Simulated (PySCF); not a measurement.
Choosing a molecule for a target property.

All species are isolated and taken at one optimised geometry, non-relativistic unless stated. Electronic properties by PySCF.

Dipoles, sizes and rotational constants follow the conformer. The torsions of the flexible species, by atom-mapped SMILES:
- `[CH3:1][Si:2]([CH3:3])([CH3:4])[c:5]1[cH:6][n:7][n:8][nH:9]1`: C1–Si2–C5–C6 25°
- `[CH2:1]=[C:2]([CH3:3])[PH:4][c:5]1[cH:6][cH:7][cH:8][cH:9][n:10]1`: C1–C2–P4–C5 -100°, C2–P4–C5–C6 124°
- `[CH3:1][c:2]1[cH:3][cH:4][cH:5][cH:6][c:7]1[P@@:8]([CH3:9])(=[O:10])[OH:11]`: C6–C7–P8–C9 -121°, H–O11–P8–C7 -116°
- `[F:1][Si:2]([F:3])([F:4])[SiH2:5][C@H:6]([SiH3:7])[SiH2:8][PH2:9]`: F1–Si2–Si5–C6 44°, Si2–Si5–C6–Si7 179°, Si5–C6–Si8–P9 55°, H–P9–Si8–C6 -91°, H–P9–Si8–C6 177°
- `[CH3:1][CH2:2][O:3][C@@H:4]1[O:5][C@H:6]1[O:7][CH:8]([F:9])[F:10]`: C1–C2–O3–C4 -176°, C2–O3–C4–O5 -82°, O5–C6–O7–C8 -66°, C6–O7–C8–F9 167°
- `[CH3:1][O:2][c:3]1[cH:4][c:5]([CH3:6])[cH:7][c:8]([O:9][CH3:10])[p:11]1`: C1–O2–C3–C4 180°, C7–C8–O9–C10 180°
- `[CH2:1]=[P:2]1([c:3]2[cH:4][cH:5][n:6][cH:7][cH:8]2)[CH2:9][CH2:10]1`: C1–P2–C3–C4 -87°

Problem. Wanted: smallest rotational constant between 0.64 GHz and 1 GHz (GFN2-xTB) and HOMO–LUMO gap below 7 eV (PBE0/pcSseg-1), at GFN2-xTB geometries. Which candidate meets both?
A. `C=C(C)Pc1ccccn1`
B. `C[Si](C)(C)c1cnn[nH]1`
C. `CC1=C[SiH2]C=C1F`
D. `F[Si](F)(F)[SiH2][C@H]([SiH3])[SiH2]P`
E. `Cc1ccccc1[P@@](C)(=O)O`

Solution. A. Computed values:
```csv
species,smallest rotational constant,HOMO–LUMO gap
F[Si](F)(F)[SiH2][C@H]([SiH3])[SiH2]P,0.365 GHz,6.66 eV
Cc1ccccc1[P@@](C)(=O)O,0.610 GHz,6.52 eV
C=C(C)Pc1ccccn1,0.675 GHz,5.64 eV
C[Si](C)(C)c1cnn[nH]1,0.821 GHz,7.25 eV
CC1=C[SiH2]C=C1F,1.281 GHz,5.29 eV
```

Problem. Wanted: HOMO energy between -8 eV and -7.4 eV (PBE0/pcSseg-1) and dipole moment above 3.2 D (PBE0/pcSseg-1), at GFN2-xTB geometries. Which candidate meets both?
A. `CCO[C@@H]1O[C@H]1OC(F)F`
B. `C=C(C)Pc1ccccn1`
C. `c1cnccc1P1(=C)CC1`
D. `O(C)c1cc(cc(OC)p1)C`
E. `C[Si](C)(C)C1=CN=NN1`
F. `CC1=C[SiH2]C=C1F`
G. `Cc1ccccc1[P@@](C)(=O)O`

Solution. E. Computed values:
```
                species  HOMO energy  dipole moment
CCO[C@@H]1O[C@H]1OC(F)F     -8.47 eV         3.46 D
   C[Si](C)(C)C1=CN=NN1     -7.45 eV         5.05 D
 Cc1ccccc1[P@@](C)(=O)O     -7.34 eV         2.99 D
       CC1=C[SiH2]C=C1F     -6.71 eV         1.31 D
        C=C(C)Pc1ccccn1     -6.60 eV         2.50 D
    O(C)c1cc(cc(OC)p1)C     -6.35 eV         0.64 D
      c1cnccc1P1(=C)CC1     -5.73 eV         1.91 D
```
